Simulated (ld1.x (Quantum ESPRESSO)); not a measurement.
# Before and after: ultrasoft potential for praseodymium

praseodymium (Pr), ultrasoft, made with ld1.x (Quantum ESPRESSO) 7.5 (PBE, scalar-relativistic). Core [Kr] 4d10, reference 4f2.5 5s2 5p6 5d0.5 6s2 6p0. Waves: 5s (bound): rcut 2.05, rcutus 2.50 bohr; 6s (bound): rcut 2.05, rcutus 2.50 bohr; 5p (bound): rcut 2.60, rcutus 2.75 bohr; 6p (bound, empty): rcut 2.60, rcutus 2.75 bohr; 5d (bound): rcut 2.20, rcutus 3.10 bohr; 5d channel at 0.4 Ry: rcut 2.20, rcutus 3.10 bohr; 4f (bound): rcut 1.30, rcutus 1.70 bohr; 4f channel at 1.4 Ry: rcut 1.30, rcutus 1.70 bohr. Local part: all-electron potential smoothed inside 1.95 bohr (lloc = -2). Core correction: none. Augmentation charge: PSQ, inside the norm-conserving radii.

All-electron outer shells of the reference configuration (PBE, scalar-relativistic, ld1.x):

| shell | level (eV) | outermost node (bohr) | outermost maximum (bohr) |
| --- | --- | --- | --- |
| 4p | -218.34 | 0.32 | 0.60 |
| 4d | -113.47 | 0.30 | 0.64 |
| 5s | -40.54 | 0.74 | 1.35 |
| 5p | -22.69 | 0.79 | 1.53 |
| 6s | -3.64 | 1.80 | 3.75 |
| 4f | -3.54 | – | 0.69 |
| 5d | -2.50 | 0.90 | 2.19 |
| 6p | -1.30 | 2.15 | 4.94 |

Change: waves 5s (bound): rcut 2.05, rcutus 3.78 bohr; 6s (bound): rcut 2.05, rcutus 3.78 bohr.

Cutoffs: the cutoffs (Ry, on a coarse ladder) from which the occupation-weighted sum of valence levels, in a spherical-Bessel basis at the reference potential, stays within 10 and 1 mRy of its value at 400 Ry; they do not see the model core or the augmentation charge, which bear on the density cutoff. Errors are all-electron minus pseudo energies relative to the spin-unpolarised reference configuration.

Problem. What does the change do?

Solution. The potential gets neither clearly harder nor softer (45 Ry and 70 Ry → 45 Ry and 70 Ry); the f channel sets the loose cutoff, while the largest relative change is in s, which becomes softer; the number of tests that count goes from 6 to 0 (the test run of the changed file stopped, so its transferability is not established); neither file shows a bound ghost at the reference potential, the only one tested.

| quantity | base | changed |
| --- | --- | --- |
| cutoff, loose | 45 Ry | 45 Ry |
| cutoff, tight | 70 Ry | 70 Ry |
| loose cutoff by channel (10 mRy a level) | s 10 Ry, p 8 Ry, d 8 Ry, f 40 Ry | s 8 Ry, p 8 Ry, d 8 Ry, f 40 Ry |
| bound ghosts | none | none |
| tests counted (converged, no solver errors) | 6 of 7 | 0 of 7 (the test run stopped) |
| lowest overlap eigenvalue by channel | s 0.08, p 0.02, d 0.89, f 0.23 | s 0.03, p 0.02, d 0.89, f 0.23 |

Base: Tests not counted: 4f1 5s2 5p6 5d0 6s0 6p0 (solver errors, printed error -636 eV).
